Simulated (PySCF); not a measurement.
## Te (tellurium, neutral) across methods

[Kr] 4d10 5s2 5p3 5d1, high-spin 5D determinant (an excited configuration). Computed with PySCF 2.14 in aug-cc-pwCVTZ-PP with ECP28MDF, with a scalar-relativistic core potential.

```tsv
method	E (hartree)	mean ε 5s β (eV)	mean ε 5p α (eV)	mean ε 5d α (eV)	Σ⟨r²⟩ (bohr²)	⟨S²⟩
r2SCAN	-267.8384	-16.115	-9.200	0.120	71.07	6.001
M06-2X	-267.6750	-17.080	-11.093	-0.682	71.37	6.005
LDA	-267.3325	-16.634	-8.812	0.149	71.44	6.001
PBE	-267.7299	-16.135	-8.723	0.095	71.37	6.001
UHF	-266.77457	-18.496	-13.094	-1.577	71.52	6.002
PBE0	-267.7476	-17.056	-9.985	-0.391	71.06	6.001
B3LYP	-267.8189	-17.218	-9.567	-0.185	71.51	6.001
wB97X-V	-267.6975	-19.655	-12.127	-1.615	70.87	6.001
```

**Question.** Estimate the same row for BLYP.

**Answer.** E (hartree) = -267.6827; mean ε 5s β (eV) = -16.329; mean ε 5p α (eV) = -8.390; mean ε 5d α (eV) = 0.332; Σ⟨r²⟩ (bohr²) = 71.84; ⟨S²⟩ = 6.000.

Energies and moments cover only the electrons outside the core potential. The outer electron is Rydberg-like, and this basis confines it to a smaller radius and binds it less than a complete one would.

The highest occupied level is positive at r2SCAN, BLYP, LDA, PBE: only the finite basis holds that electron, which in a density functional comes from self-interaction.
